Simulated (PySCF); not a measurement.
# SbS: from constants to spectrum

M06-L constants of SbS, ²Π (doublet), unpaired electrons π ↑ (basis Sb x2c-TZVPPall, S x2c-TZVPPall; spin-free X2C with a Gaussian nucleus; PySCF 2.14; masses 120.9038 and 31.9721 u):

- ωe: 500.5 cm⁻¹
- ωexe: 1.32 cm⁻¹
- Be: 0.13535 cm⁻¹
- αe: 0.000479 cm⁻¹
- De to Sb + S: 4.12 eV

(1) What force constant and bond length do these constants imply?

(2) Estimate the centrifugal constant D from the Kratzer relation and find the Dunham coefficient a1.

These are scalar-relativistic numbers at best; spin–orbit coupling would shift them, the dissociation energy most. The state was picked by a PBE0 search and need not be the measured ground state.

## Answers

(1) Reduced mass μred = 25.286 u; k = 5.8918×10⁻⁷·μred·ωe² (u, cm⁻¹, mdyn/Å) = 3.73 mdyn/Å; Re = √(16.8576/(μred·Be)) (u, cm⁻¹, Å) = 2.219 Å.

(2) D = 4Be³/ωe² = 3.96e-08 cm⁻¹; a1 = −1 − αeωe/(6Be²) = -3.18.
